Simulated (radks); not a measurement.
The chromium ion Cr4+, 20 electrons, occupied as [Ne] 3s2 3p5.5 3d2 4d0.5 (fractional occupations, a model configuration). All-electron calculation, non-relativistic Kohn-Sham, Tao-Mo meta-GGA, spin-polarised, spherical densities, point nucleus; open shells are filled with parallel spins first; meta-GGA in the generalised Kohn-Sham scheme. Program: a radial shooting solver on a logarithmic mesh with Libxc functionals.

Normalised radial functions P(r) = r R(r), r in bohr:

```
   r/bohr * 3s up, o 4d up (the largest magnitude, 1.17, reaches the edge; | marks zero, & curves that meet)
 0.006963                             o   *
  0.00914                             o   *
   0.0119                             o    *
  0.01562                             o     *
  0.02034                             o      *
   0.0267                             o       *
  0.03477                             o       *
  0.04527                             o      *
  0.05942                             o    *
  0.07737                             o *
   0.1016                         *   |o
   0.1322                    *        |o
   0.1736               *             | o
    0.226               *             |  o
   0.2943                    *        |    o
   0.3863                             |  *  o
    0.503                             |       o       *
   0.6603                             |       o                 *
   0.8597                             |     o                    *
    1.128                             | o                 *
    1.469                         o   |          *
    1.913                   o         |   *
    2.511              o              |*
     3.27               o             *
    4.293                    o        *
    5.589                          o  *
    7.337                            o*
    9.553                             &
```

3s up: eigenvalue -139.93 eV, 2 radial nodes at r = 0.0843, 0.363 bohr, <r> = 0.874 bohr, 90 % of the charge inside 1.29 bohr. 4d up: eigenvalue -25.531 eV, 1 radial node at r = 1.24 bohr, <r> = 2.98 bohr, 90 % of the charge inside 4.32 bohr.
